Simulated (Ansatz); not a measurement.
Consider the redistribution: `[OH][GeH2][CH2][SiH](O)F` + `O[SiH2]C#[C][GeH2][OH]` → `[OH][GeH2][C]#C[SiH](O)F` + `O[SiH2][CH2][GeH2][OH]`.

Gas-phase electronic energies from Ansatz, PBE0-D4/def2-TZVP geometries. CBS: MP2 limit from def2 TZ/QZ plus the TZ coupled-cluster correction, frozen cores. DFT in def2-TZVPP. For Ge outer-core shells are correlated without core-valence functions, which leaves a few kJ/mol of doubt a bond. Scalar relativity is left out up to krypton. Each species was taken in one conformer, which may not be the lowest.

```json
{"level": "r2SCAN-D4", "ΔE (kcal/mol)": "2.0", "difference from CCSD(T)/CBS": "0.2"}
{"level": "PBE0-D4", "ΔE (kcal/mol)": "2.0", "difference from CCSD(T)/CBS": "0.2"}
{"level": "ωB97X-V", "ΔE (kcal/mol)": "2.0", "difference from CCSD(T)/CBS": "0.2"}
{"level": "ωB97M-V", "ΔE (kcal/mol)": "2.0", "difference from CCSD(T)/CBS": "0.2"}
{"level": "PBE", "ΔE (kcal/mol)": "2.0", "difference from CCSD(T)/CBS": "0.2"}
{"level": "PBE0", "ΔE (kcal/mol)": "2.0", "difference from CCSD(T)/CBS": "0.2"}
{"level": "CCSD/def2-TZVPP", "ΔE (kcal/mol)": "1.8", "difference from CCSD(T)/CBS": "0.0"}
{"level": "SCS-MP2/def2-QZVPP", "ΔE (kcal/mol)": "1.7", "difference from CCSD(T)/CBS": "-0.1"}
{"level": "HF/CBS(def2)", "ΔE (kcal/mol)": "1.7", "difference from CCSD(T)/CBS": "-0.1"}
{"level": "MP2/CBS(def2)", "ΔE (kcal/mol)": "1.8", "difference from CCSD(T)/CBS": "0.0"}
{"level": "CCSD(T)/CBS", "ΔE (kcal/mol)": "1.8", "difference from CCSD(T)/CBS": "0"}
```

Largest T1 diagnostic among the species: 0.012.
